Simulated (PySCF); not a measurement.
BFH, BH3N (calculated)

Computed with PySCF 2.14.0. Calculation on a computer-drawn molecule: vertical ionisation energy to the stated ion spin, frozen-core CCSD(T) at the basis limit and cheaper methods, single-reference cases, UHF for radicals, no spin-orbit; all values are single points at the evaluated structure, the first of each entry, which is the reference or a displaced copy of it and isn't optimised; the reference structure only sets the zero of the energies above reference; triples share is (T) over the correlation energy.

Common to all runs: charge 1; multiplicity 1; ion multiplicity 2; diffuse functions no; basis cc-pVnZ; reference is the Hartree-Fock double-zeta minimum; best is HF at quadruple zeta + MP2 correlation extrapolated from triple and quadruple zeta + CCSD(T) minus MP2 at triple zeta; basis step is the size of the change from the same recipe one zeta lower.

(1) BFH

Evaluated structure:
```xyz
3
BFH
B     -1.2577     2.9375    -2.3884
F     -2.0176     2.0921    -2.3951
H     -0.3530     3.8929    -2.4236
```

Reference structure:
```xyz
3
BFH
B     -1.2105     2.9413    -2.4325
F     -2.0317     2.0476    -2.4137
H     -0.4154     3.8066    -2.4507
```

Results for BFH: ionisation energy best 25.05 eV; ionisation energy basis step 0.003587 eV; energy above reference best 11.01 kcal/mol; energy above reference basis step 1.047 kcal/mol; ionisation energy Koopmans at triple zeta 25.09 eV; ionisation energy EOM CCSD at triple zeta 25.14 eV; total energy HF triple zeta -124.4407 hartree; total energy CCSD(T) triple zeta -124.7756 hartree; total energy best -124.8344 hartree; T1 diagnostic at triple zeta 0.0143; D1 diagnostic at triple zeta 0.03036; ion T1 diagnostic at triple zeta 0.02042; ion D1 diagnostic at triple zeta 0.04195; ion spin squared at triple zeta 0.7521; triples share at triple zeta 0.02829; basis functions triple zeta 74.

Drawn bonds:
```csv
atom,other atom,order
1,2,1
1,3,1
```

Triple zeta:
```csv
method,ionisation energy (eV),energy above reference (kcal/mol)
HF,24.09,10.15
PBE,24.76,11.45
r2SCAN,24.8,11.3
B3LYP,25.08,11.19
wB97X,25.04,11.36
MP2,24.72,12.37
CCSD,24.98,11.46
CCSD(T),24.95,11.84
```

(2) BFH

Evaluated structure:
```xyz
3
BFH
B     -1.2577     2.9375    -2.3884
F     -2.0176     2.0921    -2.3951
H     -0.3255     3.9220    -2.4246
```

Reference structure:
```xyz
3
BFH
B     -1.2105     2.9413    -2.4325
F     -2.0317     2.0476    -2.4137
H     -0.4154     3.8066    -2.4507
```

The calculation gives: ionisation energy best 24.76 eV; ionisation energy basis step 0.002318 eV; energy above reference best 13.74 kcal/mol; energy above reference basis step 1.068 kcal/mol; ionisation energy Koopmans at triple zeta 24.76 eV; ionisation energy EOM CCSD at triple zeta 24.85 eV; total energy HF triple zeta -124.4358 hartree; total energy CCSD(T) triple zeta -124.7712 hartree; total energy best -124.8301 hartree; T1 diagnostic at triple zeta 0.01433; D1 diagnostic at triple zeta 0.03035; ion T1 diagnostic at triple zeta 0.02023; ion D1 diagnostic at triple zeta 0.04158; ion spin squared at triple zeta 0.752; triples share at triple zeta 0.02837; basis functions triple zeta 74.

Drawn bonds:
```csv
atom,other atom,order
1,2,1
1,3,1
```

Triple zeta:
```csv
method,ionisation energy (eV),energy above reference (kcal/mol)
HF,23.79,13.17
PBE,24.47,13.91
r2SCAN,24.51,13.99
B3LYP,24.79,13.89
wB97X,24.74,14.08
MP2,24.43,15.25
CCSD,24.7,14.21
CCSD(T),24.67,14.57
```

(3) BFH

Evaluated structure:
```xyz
3
BFH
B     -1.2577     2.9375    -2.3884
F     -2.0176     2.0921    -2.3951
H     -0.2609     3.9902    -2.4271
```

Reference structure:
```xyz
3
BFH
B     -1.2105     2.9413    -2.4325
F     -2.0317     2.0476    -2.4137
H     -0.4154     3.8066    -2.4507
```

It finds ionisation energy best 24.14 eV; ionisation energy basis step 0.0003008 eV; energy above reference best 21.45 kcal/mol; energy above reference basis step 1.089 kcal/mol; ionisation energy Koopmans at triple zeta 24.03 eV; ionisation energy EOM CCSD at triple zeta 24.21 eV; total energy HF triple zeta -124.4222 hartree; total energy CCSD(T) triple zeta -124.7590 hartree; total energy best -124.8178 hartree; T1 diagnostic at triple zeta 0.01441; D1 diagnostic at triple zeta 0.03034; ion T1 diagnostic at triple zeta 0.01985; ion D1 diagnostic at triple zeta 0.04095; ion spin squared at triple zeta 0.7519; triples share at triple zeta 0.02855; basis functions triple zeta 74.

Drawn bonds:
```csv
atom,other atom,order
1,2,1
1,3,1
```

Triple zeta:
```csv
method,ionisation energy (eV),energy above reference (kcal/mol)
HF,23.11,21.71
PBE,23.84,21.02
r2SCAN,23.86,21.66
B3LYP,24.13,21.54
wB97X,24.07,21.88
MP2,23.79,23.35
CCSD,24.06,21.98
CCSD(T),24.04,22.27
```

(4) BFH

Evaluated structure:
```xyz
3
BFH
B     -1.2577     2.9375    -2.3884
F     -2.0176     2.0921    -2.3951
H     -0.1111     4.1484    -2.4330
```

Reference structure:
```xyz
3
BFH
B     -1.2105     2.9413    -2.4325
F     -2.0317     2.0476    -2.4137
H     -0.4154     3.8066    -2.4507
```

The calculation gives: ionisation energy best 22.88 eV; ionisation energy basis step 0.002169 eV; energy above reference best 42.49 kcal/mol; energy above reference basis step 1.028 kcal/mol; ionisation energy Koopmans at triple zeta 22.53 eV; ionisation energy EOM CCSD at triple zeta 22.94 eV; total energy HF triple zeta -124.3848 hartree; total energy CCSD(T) triple zeta -124.7255 hartree; total energy best -124.7843 hartree; T1 diagnostic at triple zeta 0.01497; D1 diagnostic at triple zeta 0.03042; ion T1 diagnostic at triple zeta 0.01927; ion D1 diagnostic at triple zeta 0.0401; ion spin squared at triple zeta 0.7519; triples share at triple zeta 0.02904; basis functions triple zeta 74.

Drawn bonds:
```csv
atom,other atom,order
1,2,1
1,3,1
```

Triple zeta:
```csv
method,ionisation energy (eV),energy above reference (kcal/mol)
HF,21.73,45.21
PBE,22.55,40.88
r2SCAN,22.54,42.77
B3LYP,22.81,42.52
wB97X,22.72,43.64
MP2,22.48,45.54
CCSD,22.8,43.14
CCSD(T),22.78,43.25
```

(5) BH3N

Evaluated structure:
```xyz
5
BH3N
B     -0.2462    -1.0135     0.7906
N      0.1450    -2.1266     1.3639
H     -0.5951    -0.0203     0.2791
H      1.0895    -2.4819     1.2890
H     -0.4710    -2.7057     1.9199
```

Reference structure:
```xyz
5
BH3N
B     -0.2462    -1.0135     0.7906
N      0.1450    -2.1266     1.3639
H     -0.5951    -0.0203     0.2791
H      1.0895    -2.4819     1.2890
H     -0.4710    -2.7057     1.9199
```

Results for BH3N: ionisation energy best 20.11 eV; ionisation energy basis step 0.03052 eV; energy above reference best 0 kcal/mol; energy above reference basis step 0 kcal/mol; ionisation energy Koopmans at triple zeta 20.28 eV; ionisation energy EOM CCSD at triple zeta 19.94 eV; total energy HF triple zeta -80.6482 hartree; total energy CCSD(T) triple zeta -80.9596 hartree; total energy best -80.9991 hartree; T1 diagnostic at triple zeta 0.01262; D1 diagnostic at triple zeta 0.03334; ion T1 diagnostic at triple zeta 0.008421; ion D1 diagnostic at triple zeta 0.02222; ion spin squared at triple zeta 0.7569; triples share at triple zeta 0.03451; basis functions triple zeta 102.

Drawn bonds:
```csv
atom,other atom,order
1,2,1
1,3,1
2,4,1
2,5,1
```

Triple zeta:
```csv
method,ionisation energy (eV),energy above reference (kcal/mol)
HF,18.28,0
PBE,20.2,0
r2SCAN,19.97,0
B3LYP,20.11,0
wB97X,19.98,0
MP2,20.05,0
CCSD,19.85,0
CCSD(T),19.98,0
```

(6) BH3N

Evaluated structure:
```xyz
5
BH3N
B     -0.2319    -1.0165     0.8382
N      0.1620    -2.1903     1.3719
H     -0.6201    -0.0217     0.2815
H      1.1675    -2.4730     1.2502
H     -0.5056    -2.6872     1.9443
```

Reference structure:
```xyz
5
BH3N
B     -0.2462    -1.0135     0.7906
N      0.1450    -2.1266     1.3639
H     -0.5951    -0.0203     0.2791
H      1.0895    -2.4819     1.2890
H     -0.4710    -2.7057     1.9199
```

It finds ionisation energy best 19.81 eV; ionisation energy basis step 0.02878 eV; energy above reference best 3.237 kcal/mol; energy above reference basis step 0.2591 kcal/mol; ionisation energy Koopmans at triple zeta 19.98 eV; ionisation energy EOM CCSD at triple zeta 19.64 eV; total energy HF triple zeta -80.6408 hartree; total energy CCSD(T) triple zeta -80.9549 hartree; total energy best -80.9939 hartree; T1 diagnostic at triple zeta 0.01379; D1 diagnostic at triple zeta 0.03766; ion T1 diagnostic at triple zeta 0.009048; ion D1 diagnostic at triple zeta 0.02499; ion spin squared at triple zeta 0.7575; triples share at triple zeta 0.03564; basis functions triple zeta 102.

Drawn bonds:
```csv
atom,other atom,order
1,2,1
1,3,1
2,4,1
2,5,1
```

Triple zeta:
```csv
method,ionisation energy (eV),energy above reference (kcal/mol)
HF,17.95,4.618
PBE,19.9,2.536
r2SCAN,19.67,3.381
B3LYP,19.81,3.468
wB97X,19.67,3.407
MP2,19.76,3.083
CCSD,19.54,3.208
CCSD(T),19.68,2.927
```
